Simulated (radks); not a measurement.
All-electron atom: Fe14+ in [Ne] 3s2 (the NIST ground configuration).

Method: scalar-relativistic Kohn-Sham, r2SCAN, spin-polarised, spherical densities, finite nucleus; meta-GGA in the generalised Kohn-Sham scheme; Fermi nuclear charge, rms radius 3.7377 fm; computed with a radial shooting solver on a logarithmic mesh with Libxc functionals.

Energy parts (eV):
part                      energy
total                 -32206.262
kinetic                32632.437
electron-nucleus      -71160.951
Hartree                 7493.921
exchange-correlation   -1171.670

Orbitals (lengths in bohr, moments of r in powers of bohr; r(max) is where P^2 peaks):
orbital  occ.  eigenvalue (eV)   r(max)      <r>
1s          2        -7471.861  0.03827  0.05844
2s          2        -1255.767   0.2209   0.2630
2p          6        -1134.910   0.1786   0.2317
3s          2        -441.9224   0.6367   0.6840

The highest occupied level is 3s at -441.92 eV. Summed over all electrons, <r^2> = 1.627 bohr^2, which gives a Langevin (diamagnetic) susceptibility term of -1.29 x 10^-6 cm^3/mol. For comparison, the ionisation energy in NIST's Atomic Spectra Database is 456.2 eV (measured). In exact Kohn-Sham theory the highest level is minus the ionisation energy, but local and semilocal functionals leave it too shallow, through self-interaction and a potential that decays too fast; potentials with the right tail come closer. The density falls to 0.001 e/bohr^3 at r = 1.54 bohr. The electron density at the nucleus is 1.532e+04 e/bohr^3 (large components only).
